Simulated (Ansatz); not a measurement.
This geometry of C₃H₉GeNSi (15 atoms, charge 0, multiplicity 1) is a first-order saddle point.

Method: RHF/def2-SVP (Ansatz 0.2.0).

```xyz
15
Properties=species:S:1:pos:R:3
C -2.434 -0.763 -1.718
C -1.426 -0.461 -1.143
Ge 0.183 0.016 -0.176
C 1.054 -1.670 0.313
N 1.222 1.033 -1.267
Si -0.443 1.345 1.737
H -3.330 -1.029 -2.231
H 0.387 -2.292 0.912
H 1.322 -2.226 -0.587
H 1.965 -1.480 0.884
H 1.550 0.716 -2.157
H 1.643 1.891 -0.977
H -1.176 2.560 1.309
H 0.769 1.762 2.490
H -1.307 0.548 2.641
```

Task: Which two structures does it join? (They come from a converged band through this point; their orientation in space is the band's.)

Result: No bond is made or broken. The height of N5 over the plane of its neighbours goes from -0.27 to 0.30 Å.

Initial state:

```xyz
15
Properties=species:S:1:pos:R:3
C -2.339 -0.756 -1.855
C -1.370 -0.444 -1.222
Ge 0.170 0.037 -0.161
C 1.039 -1.636 0.387
N 1.206 1.092 -1.246
Si -0.543 1.372 1.718
H -3.200 -1.030 -2.421
H 0.360 -2.246 0.985
H 1.334 -2.212 -0.492
H 1.933 -1.430 0.980
H 1.415 0.742 -2.163
H 2.026 1.507 -0.845
H -1.373 2.511 1.261
H 0.647 1.901 2.435
H -1.328 0.543 2.667
```

Final state:

```xyz
15
Properties=species:S:1:pos:R:3
C -2.450 -0.800 -1.618
C -1.430 -0.494 -1.066
Ge 0.203 0.019 -0.146
C 1.176 -1.623 0.276
N 1.276 1.051 -1.214
Si -0.426 1.324 1.781
H -3.356 -1.073 -2.111
H 0.568 -2.284 0.895
H 1.428 -2.154 -0.644
H 2.100 -1.390 0.807
H 1.635 0.610 -2.042
H 0.932 1.962 -1.456
H -1.036 2.608 1.352
H 0.767 1.618 2.613
H -1.409 0.577 2.603
```

Task: How far does it lie above each of them?

Result: 0.5 kcal/mol above the first and 1.8 kcal/mol above the second. This is the barrier of this one path; another mechanism may lie lower.

Time of the run: 99 s on 2 threads of Arm Neoverse V2, on a shared host, peak memory 0.49 GiB.
